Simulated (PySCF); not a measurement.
**Vibration and rotation of TlBr⁺**

UHF-CCSD(T) constants of TlBr⁺, ²Π (doublet), unpaired electrons π ↑ (PySCF, scalar-relativistic core potentials, basis sets Tl cc-pVDZ-PP with ECP60, Br cc-pVDZ-PP with ECP10; masses 204.9744 and 78.9183 u):

```
ωe              : 59.9 cm⁻¹
ωexe            : 0.534 cm⁻¹
Be              : 0.025127 cm⁻¹
αe              : 0.000230 cm⁻¹
D (centrifugal) : 1.77e-08 cm⁻¹
```

Problem. Give the vibrational terms G(v) and spacings up to v = 6.

Solution. G(v) = ωe(v+½) − ωexe(v+½)².

```csv
v,G(v) (cm⁻¹),G(v) − G(v−1),Bv (cm⁻¹)
0,29.8,,0.02501
1,88.6,58.8,0.02478
2,146.4,57.8,0.02455
3,203.1,56.7,0.02432
4,258.7,55.6,0.02409
5,313.3,54.6,0.02386
6,366.8,53.5,0.02363
```

Correlated steps freeze 8 core orbitals. Spin–orbit coupling is left out, which matters for elements this heavy, above all for dissociation energies. The state was picked by a PBE0 search and need not be the measured ground state.
